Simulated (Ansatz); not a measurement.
Born–Oppenheimer molecular dynamics of BrF$_{2}$H$_{3}$Si (7 atoms, charge 0, multiplicity 1). It starts at the highest image of a converged band. Of that band: Neighbouring images differ by up to 1.3 eV, so the band resolves the path poorly. A vibrational analysis at the climbing image gives one clearly imaginary mode, 708i cm⁻¹: a first-order saddle point.

Level of theory: RKS PBE/def2-SVP (Ansatz).

```json
{"ensemble": "NVE (velocity Verlet)", "time step": "0.5 fs", "steps asked": "200", "starting velocities drawn for": "300 K", "seed": "5536"}
```

First frame:

```xyz
7
Properties=species:S:1:pos:R:3
Si -0.389 0.146 0.283
Br 1.019 -1.917 -0.403
F -1.622 -0.351 -0.641
F -0.731 1.742 0.469
H -0.248 -0.296 1.688
H 1.107 -0.122 -0.726
H 0.864 0.798 -0.669
```

Q: How far do the bonds stretch over the last three quarters of this one trajectory? (Pairs bonded in most of those frames.)

A: 
| bond | mean (Å) | spread (Å) | shortest | longest |
| --- | --- | --- | --- | --- |
| Si1–F3 | 1.638 | 0.024 | 1.60 | 1.68 |
| Si1–F4 | 1.635 | 0.019 | 1.61 | 1.67 |
| Si1–H5 | 1.496 | 0.019 | 1.46 | 1.53 |
| Si1–H7 | 1.504 | 0.054 | 1.42 | 1.58 |
| Br2–H6 | 1.449 | 0.027 | 1.41 | 1.49 |

Mean temperature of the second half: 1795 K. The conserved energy stayed within 0.086 meV per atom of its start (net change -0.013 meV per atom), so the integration is sound. The system heated up, since it started high on the potential surface and ran downhill. A run of 0.1 ps of so small a system gives no equilibrium averages. The orbitals stay closed-shell, which can raise the energy where a bond breaks towards radicals; this wasn't checked here.

The run took 4.4 min on 2 threads of Arm Neoverse V1 (shared host), peak memory 0.13 GiB.
